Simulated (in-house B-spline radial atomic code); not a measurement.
How numerical settings move a run on Ni³⁺, [Ar] 3d7. Computed with an all-electron radial atomic-structure program (B-spline basis): non-relativistic PW91, spherical fractional occupations, point nucleus.

Command:
```bash
python run_scf.py task.json out
```
Settings of the sound reference run:
```
Z                28
electrons        25
configuration    [Ar] 3d7
hamiltonian      nr
method           pw91,pw91
spin_polarised   False
knot_spacing     0.22
spline_order     8
gauss_points     12
box_radius       16.22
max_iterations   70
damping          0.5
damped_steps     3
diis_vectors     10
tolerance        1e-08
start            Thomas-Fermi
```

Cost of the run: 0.12 s on 1 thread of Arm Neoverse V2, on a shared host.

It converges in 9 iterations to -1506.006488 hartree, with 3d at -47.4801 eV. The other runs change the listed settings, some to values that make no sense; their results aren't properties of the atom or ion. Radii are in bohr (the nuclear one in fm), a minus after a letter asks for a j subshell, and «unchanged» means within 1e-8 hartree. The run stops when the residual is below 10 × tolerance × max(1, Z/10), or a noise floor if that is larger, and the energy moves by less than 1e-8 × √|E| hartree; so very loose and very tight tolerances often act alike.

| changed settings | outcome |
| --- | --- |
| start = bare nucleus | converged in 10 iterations, energy unchanged, 3d level -1.4e-06 eV |
| damping = 0 | converged in 11 iterations, energy unchanged, 3d level +1.8e-05 eV |
| electrons = 26, configuration = [Ar] 3d7 4s-1, max_iterations = 50 | stopped with error: j subshells need the Dirac Hamiltonian and l > 0 |
| damped_steps = 1 | converged in 9 iterations, energy unchanged, 3d level +2.1e-05 eV |
| damped_steps = 0 | converged in 8 iterations, energy unchanged, 3d level +9.9e-06 eV |
| damped_steps = 8 | converged in 14 iterations, energy unchanged, 3d level -5.7e-06 eV |
| electrons = 29, configuration = [Ar] 3d11, max_iterations = 60 | stopped with error: shell 3d holds at most 10 electrons |
| gauss_points = 3, first_knot = 3.57e-05, max_iterations = 50, tolerance = 0.01 | converged in 7 iterations, energy -5.18e+06 hartree from the reference, 3d level +1.8e+00 eV |
| spline_order = 5, gauss_points = 6, max_iterations = 75, damped_steps = 8 | converged in 14 iterations, energy +1.52e-05 hartree from the reference, 3d level -6.7e-05 eV |
| knot_spacing = 1, max_iterations = 50, damping = 0.2, damped_steps = 8 | converged in 15 iterations, energy +3.72e+00 hartree from the reference, 3d level -8.8e-01 eV (the program warns: 3s reaches the box edge; 3p reaches the box edge) |
| damping = 0.8 | converged in 11 iterations, energy unchanged, 3d level +2.1e-06 eV |

(1) What happens with damping = 0.95?

(2) What happens with damped_steps = 30?

(3) What happens with damping = 0.2?

(4) What happens with knot_spacing = 0.4, gauss_points = 6, first_knot = 0.107, max_iterations = 100?

## Answers

(1) Converged in 11 iterations, energy unchanged, 3d level +2.2e-05 eV.

(2) Converged in 20 iterations, energy unchanged, 3d level -3.8e-06 eV.

(3) Converged in 11 iterations, energy unchanged, 3d level +6.7e-07 eV.

(4) Converged in 9 iterations, energy +3.82e-02 hartree from the reference, 3d level -6.6e-04 eV.
